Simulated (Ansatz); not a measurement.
`C=CBCl` + `BN[SiH3]` → `BN([SiH3])C=C` + `BCl` at 500 K and 1 bar (substitution at a C–B bond).

Calculated with Ansatz (gas phase, PBE0-D4/def2-TZVP geometries, no zero-point term in ΔE). CCSD(T)/CBS adds triple-zeta CCSD(T) − MP2 to the extrapolated MP2 energy (def2 sets, frozen cores). This one scheme is used for every species. One conformer a species, not always the lowest.

| species | CCSD(T)/CBS energy (Eh) | H − E (kJ/mol) | S (J/(mol·K)) |
| --- | --- | --- | --- |
| `C=CBCl` | -563.09944 | 181.4 | 342.8 |
| `BN[SiH3]` | -372.22946 | 202.1 | 342.4 |
| `BN([SiH3])C=C` | -449.51164 | 303.2 | 404.4 |
| `BCl` | -485.78909 | 75.1 | 258.0 |

H − E and S are ideal-gas, rigid-rotor, harmonic terms from PBE0-D4/def2-TZVP, for one conformer and one mirror image of each species. 1 Eh = 2625.50 kJ/mol, R = 8.31446 J/(mol·K).

Question: By hand: ΔE, ΔH, ΔS and ΔG.

Answer: ΔE = (-449.51164) + (-485.78909) − (-563.09944) − (-372.22946) = 0.02817 Eh = 74.0 kJ/mol. Δ(H − E) = 303.2 + 75.1 − 181.4 − 202.1 = -5.2, so ΔH = 68.8 kJ/mol. ΔS = 404.4 + 258.0 − 342.8 − 342.4 = -22.8 J/(mol·K). ΔG = 68.8 − 500 × (-22.8)/1000 = 80.2 kJ/mol.

Question: By hand: the equilibrium constant, and the temperature at which ΔG would vanish if ΔH and ΔS stayed fixed.

Answer: log₁₀ K = −ΔG/(RT ln 10) = -8.4. ΔH and −TΔS have one sign here, so there is no such temperature.

ΔH outweighs TΔS. A doubt of 5 kJ/mol in ΔE shifts log₁₀ K by 0.5 here. Other conformers and mirror images would add mixing entropy, several J/(mol·K) or more a flexible species. These are equilibria of isolated gas molecules and say nothing of rates. Largest T1 diagnostic: 0.013 (customary marks: 0.02 for closed shells, 0.045 for open ones).
